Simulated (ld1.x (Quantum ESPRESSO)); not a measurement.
# Reading a pseudo-wave (Te)

Columns: radius, all-electron u(r) and pseudo u(r) of the 5s shell (level -15.36 eV) of tellurium in the configuration [Kr] 4d10 5s2 5p4; LDA (PZ), scalar-relativistic, TM semilocal scheme, ld1.x (Quantum ESPRESSO) 7.5.

| r (bohr) | all-electron | pseudo |
| --- | --- | --- |
| 0.110 | -0.1160 | 0.0176 |
| 0.220 | 0.2567 | 0.0366 |
| 0.330 | 0.1133 | 0.0588 |
| 0.440 | -0.2022 | 0.0860 |
| 0.550 | -0.3845 | 0.1203 |
| 0.660 | -0.3837 | 0.1639 |
| 0.770 | -0.2543 | 0.2187 |
| 0.880 | -0.0632 | 0.2859 |
| 0.990 | 0.1403 | 0.3651 |
| 1.100 | 0.3275 | 0.4530 |
| 1.210 | 0.4845 | 0.5439 |
| 1.320 | 0.6071 | 0.6298 |
| 1.430 | 0.6960 | 0.7024 |
| 1.540 | 0.7549 | 0.7560 |
| 1.650 | 0.7882 | 0.7883 |
| 1.760 | 0.8006 | 0.8006 |
| 1.870 | 0.7966 | 0.7966 |
| 1.980 | 0.7799 | 0.7799 |
| 2.090 | 0.7538 | 0.7538 |
| 2.200 | 0.7211 | 0.7211 |
| 2.310 | 0.6840 | 0.6840 |
| 2.420 | 0.6441 | 0.6441 |
| 2.530 | 0.6030 | 0.6030 |
| 2.640 | 0.5616 | 0.5616 |
| 2.750 | 0.5208 | 0.5208 |
| 2.860 | 0.4812 | 0.4812 |

(1) How many radial nodes do the two functions have?

(2) At about which radius was the pseudo-wave matched?

(3) Is the pseudo-wave norm-conserving?

Results:

(1) The all-electron 5s function has n − l − 1 = 4 (the table is too coarse to show those close to the nucleus); the pseudo-wave has 0, since the states of the same l below it are removed with the core.

(2) 1.80 bohr. The columns agree to 0.0005 from 1.65 bohr on; several derivatives are matched, so the curves merge somewhat inside the radius.

(3) Yes: the TM semilocal scheme keeps the norm inside the radius equal to the all-electron one, which fixes the energy derivative of the logarithmic derivative at the level.
